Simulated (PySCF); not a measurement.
These are PBE0-D4/def2-TZVP // PBE0-D4/def2-SVP run with PySCF values and carry that method's errors. Isolated molecules, 0 K electronic values unless said otherwise. One relaxed conformer stands for a flexible species; it need not be the lowest. Delta-SCF ions had no search for a lower state. 

Reference species (SMILES): `C[O][Sn]([O]C)([O]C)[O]C` (neutral, multiplicity 1).

```json
{
 "vertical ionisation energy (Delta-SCF)": "9.58 eV",
 "HOMO–LUMO gap": "6.30 eV"
}
```

Changed species: `C[CH2][Sn]([CH2]C)([CH2]C)[CH2]C` (4 of 4 OCH3 replaced by C2H5; the reference has 0 of 4 OCH3 replaced by C2H5).

Question: Give the shifts of the vertical ionisation energy (Delta-SCF) and HOMO–LUMO gap.

Answer: the vertical ionisation energy (Delta-SCF) falls by 1.00 eV, to 8.58 eV; the HOMO–LUMO gap increases by 1.33 eV, to 7.63 eV.
